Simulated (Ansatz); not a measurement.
Computed with Ansatz on PBE0-D4/def2-TZVP structures; ΔE is electronic, products minus reactants. CCSD(T)/CBS adds triple-zeta CCSD(T) − MP2 to the extrapolated MP2 energy (def2 sets, frozen cores). This one scheme is used for every species. Functionals use def2-TZVPP. B3LYP here is the variant with VWN-RPA as its local correlation; programs differ in this. For Ge outer-core shells are correlated without core-valence functions, which leaves a few kJ/mol of doubt a bond. Scalar relativity is left out up to krypton. One conformer a species, not always the lowest.

`F[CH2][GeH2][SH]` + HCl → `F[CH2][GeH2][Cl]` + H₂S  (ligand exchange at a Ge–S bond)

| level | ΔE (kcal/mol) | difference from CCSD(T)/CBS |
| --- | --- | --- |
| PBE-D4 | -5.1 | 0.5 |
| r2SCAN-D4 | -5.9 | -0.3 |
| PBE0-D4 | -5.5 | 0.1 |
| B3LYP-D4 | -6.3 | -0.7 |
| ωB97X-V | -6.5 | -0.9 |
| ωB97M-V | -6.4 | -0.8 |
| B2PLYP | -6.5 | -0.9 |
| PBE | -5.5 | 0.1 |
| r2SCAN | -6.0 | -0.4 |
| PBE0 | -5.9 | -0.3 |
| B3LYP | -6.9 | -1.3 |
| HF/def2-TZVPP | -9.0 | -3.4 |
| MP2/def2-TZVPP | -5.4 | 0.2 |
| SCS-MP2/def2-TZVPP | -6.1 | -0.5 |
| CCSD/def2-TZVPP | -6.0 | -0.4 |
| CCSD(T)/def2-TZVPP | -5.6 | 0.0 |
| HF/def2-QZVPP | -9.2 | -3.6 |
| MP2/def2-QZVPP | -5.5 | 0.1 |
| SCS-MP2/def2-QZVPP | -6.2 | -0.6 |
| HF/CBS(def2) | -9.2 | -3.6 |
| MP2/CBS(def2) | -5.4 | 0.2 |
| CCSD/CBS(def2) | -6.1 | -0.5 |
| CCSD(T)/CBS | -5.6 | 0 |

Largest T1 diagnostic among the species: 0.011.

In def2-TZVPP, CCSD(T) changes the Hartree–Fock value by +3.4 kcal/mol (the triples alone add +0.5 kcal/mol) and MP2 by +3.6 kcal/mol.
